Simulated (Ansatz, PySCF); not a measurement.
System: CH2O, charge 0, multiplicity 1. SMILES: [H]/[C-]=[O+]/[H]
Structure (B3LYP-D3(BJ)/def2-TZVP (Ansatz, a first-principles code) minimum search):
```xyz
4

C      0.0143    -0.0006    -0.7408
O      0.0072     0.0056     0.5677
H      0.8875     0.2601     0.8874
H     -1.0303    -0.3017    -0.9843
```

Wanted: atomisation energy (electronic, to ground-state atoms), in eV. Valence correlation only, unless marked. Open shells are spin-unrestricted. No spin-orbit coupling. Non-relativistic. The coupled-cluster limit lacks core correlation, which all-electron functionals hold. CBS marks a two-point X^-3 extrapolation of the correlation energy; Hartree-Fock from the larger set. [CCSD(T)-MP2]/basis is that difference in the basis named.

```json
[
 {"level": "HF/def2-TZVPPD", "program": "Ansatz", "atomisation energy (eV)": "9.07", "minus last row": "-4.89"},
 {"level": "TPSSh/def2-TZVPD", "program": "PySCF", "atomisation energy (eV)": "13.77", "minus last row": "-0.19"},
 {"level": "RPA@PBE/cc-pVQZ", "program": "Ansatz", "atomisation energy (eV)": "13.15", "minus last row": "-0.81"},
 {"level": "MP2/STO-3G", "program": "Ansatz", "atomisation energy (eV)": "11.38", "minus last row": "-2.58"},
 {"level": "CCSD(T)/def2-TZVPPD", "program": "Ansatz", "atomisation energy (eV)": "13.57", "minus last row": "-0.39"},
 {"level": "RI-MP2/CBS(def2-TZVPPD,def2-QZVPPD)+[CCSD(T)-MP2]/def2-TZVPPD", "program": "Ansatz", "atomisation energy (eV)": "13.97", "minus last row": "0.01"},
 {"level": "CCSD(T)/CBS(aug-cc-pVTZ,aug-cc-pVQZ)", "program": "Ansatz", "atomisation energy (eV)": "13.96", "minus last row": "0.00"}
]
```

The Hartree-Fock reference is unstable (checked in the largest basis), which strains HF and MP2.
